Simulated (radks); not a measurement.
Correlation energies from several functionals, in hartree. Species: B3+ [He]; H 1s1; Pb3+ [Xe] 4f14 5d10 6s1; Mo [Kr] 4d5 5s1. Calculated with a radial shooting solver on a logarithmic mesh with Libxc functionals: non-relativistic Kohn-Sham, exchange-only B88, spin-polarised, spherical densities, point nucleus. Every spin shell is full or empty, so the densities are truly spherical. Functionals are evaluated on that one density, not self-consistently.

functional,B3+,H,Pb3+,Mo
PW92,-0.16256,-0.021969,-8.4077,-3.8119
PBE,-0.046362,-0.0056752,-4.9480,-2.0778
LYP,-0.049918,0,-4.3565,-1.9973
AM05,-0.14167,-0.019187,-7.9309,-3.5395
OP (B88),-0.069187,0,-4.2816,-1.9275
revTPSS,-0.049740,0,-4.9824,-2.1017
SCAN,-0.042305,0,-4.9662,-2.0843
r2SCAN,-0.042305,0,-4.9804,-2.1019
